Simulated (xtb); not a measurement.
COS, charge +1, doublet, at a GFN2-xTB geometry (a state made from the parent by changing its charge; the spin is typed, not shown lowest). Base run: GFN0-xTB run with xtb.

xtb was given this input:
```
$ xtb mol.xyz --gfn 0 --chrg 1 --uhf 1 --json

# file mol.xyz
3

O     -0.00000000    -0.00000000    -1.68366881
C     -0.00000000    -0.00000000    -0.55245407
S      0.00000000     0.00000000     1.04900468
```

Variants of this job, named by their change:

```csv
change,ΔE vs base (kJ/mol)
base,0.00
acc = 0.0001,0.00
acc = 30,0.00
acc = 1000,0.00
etemp = 5000,-55.5
```
